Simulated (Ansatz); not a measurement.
Program: Ansatz. Geometries: PBE0-D4/def2-TZVP. ΔE: electronic, gas phase. CCSD(T)/CBS adds triple-zeta CCSD(T) − MP2 to the extrapolated MP2 energy (def2 sets, frozen cores). This one scheme is used for every species. DFT in def2-TZVPP. One conformer a species, not always the lowest.

`CS[SiH](C)S` + H–F → `C[SiH](F)S` + CH₃SH  (ligand exchange at the Si–S bond)

```tsv
species	PBE-D4 energy (Eh)
`CS[SiH](C)S`	-1166.44508
H–F	-100.39347
`C[SiH](F)S`	-828.36466
CH₃SH	-438.49793
```

Problem. Work out ΔE.

Solution. ΔE = (-828.36466) + (-438.49793) − (-1166.44508) − (-100.39347) = -0.02404 Eh = -0.65 eV. CCSD(T)/CBS gives -0.75 eV.

Largest T1 diagnostic among the species: 0.011.

Leaving LDA and LC-ωPBE aside and taking each functional with its dispersion term where it has one, the values, not all of them listed here, spread over 0.32 eV, from CAM-B3LYP-D4 to revPBE-D4. LDA lies +0.06 eV from PBE without D4. The D4 term adds +0.18 eV with B3LYP and +0.10 eV with PBE0; it sums over pairs of atoms, weighted by their polarisabilities, and B3LYP, whose exchange is more repulsive, gets the larger term. In def2-TZVPP, CCSD(T) changes the Hartree–Fock value by +0.33 eV (the triples alone add +0.06 eV) and MP2 by +0.41 eV.

B3LYP here is the variant with VWN-RPA as its local correlation; programs differ in this.
